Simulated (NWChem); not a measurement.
System: C2H5ClTe; SMILES CC[Te]Cl

The following NWChem deck was run.

```
start job
memory heap 200 mb stack 900 mb global 1100 mb
geometry units angstroms noautoz
  Te    -0.712877     0.162809    -0.000177
  Cl     1.281533     1.465744     0.022538
  C      0.289263    -1.660911     0.585101
  C      1.329498    -2.142110    -0.402376
  H     -0.540456    -2.376786     0.713286
  H      0.713140    -1.462956     1.579947
  H      2.114112    -1.383812    -0.542927
  H      0.888189    -2.360068    -1.386114
  H      1.811330    -3.061528    -0.030322
end
basis spherical
  * library def2-svp
end
ecp
  Te library def2-ecp
end
dft
  xc xpbe96 cpbe96
  iterations 150
  vectors input atomic output neutral.movecs
end
task dft energy
charge 1
dft
  odft
  mult 2
  vectors input atomic output cation.movecs
end
task dft energy
```

The geometry was optimised at PBE0/def2-SVP. Not confirmed as a minimum by frequencies. def2 effective core potentials on Te; no spin-orbit coupling.

Ions are spin-unrestricted doublets at the neutral geometry; other ion states weren't tried.

Task: What results follow from this input? (PBE/def2-SVP with def2 effective core potentials on Te, vertical spin-unrestricted ions.) Quantities: vertical ionisation energy, ΔSCF (eV); −ε(HOMO) (eV).

Result: 
- vertical ionisation energy, ΔSCF (eV): 8.02
- −ε(HOMO) (eV): 4.93
